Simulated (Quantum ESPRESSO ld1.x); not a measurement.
The numbers below are computed, except where a source is named.
Question: These are the eigenvalues of the occupied orbitals of an atom or ion with whole-number occupations (hartree). Code: ld1.x of Quantum ESPRESSO 7.5. Model: Dirac Kohn-Sham, PW91, spin-unpolarised, spherical densities, point nucleus.

1s1/2: -3327.12
2s1/2: -597.430
2p1/2: -573.946
2p3/2: -488.658
3s1/2: -144.361
3p1/2: -133.766
3p3/2: -114.670
3d3/2: -97.3401
3d5/2: -93.2929
4s1/2: -33.3052
4p1/2: -28.7008
4p3/2: -23.9939
4d3/2: -16.5149
4d5/2: -15.6367
5s1/2: -6.01006
4f5/2: -5.93117
4f7/2: -5.72936
5p1/2: -4.41439
5p3/2: -3.50705
5d3/2: -1.28736
5d5/2: -1.17713
6s1/2: -0.75413
6p1/2: -0.43088
7f5/2: -0.01050

Which element is it, and in what charge state? The configuration may be excited. Open shells, if any, fill j = l - 1/2 first.

Answer: Z = 83, bismuth, charge 0: Bi in [Hg] 6p2 7f1. The list shows which subshells hold electrons but not how many an open one holds; the 1s level, -3327.1 hartree, gives Z - s = 81.6 by -(Z - s)^2/2, which with screening and relativity narrows Z to a few neighbours, and the depths of the outer levels then fix element, charge and occupations together.
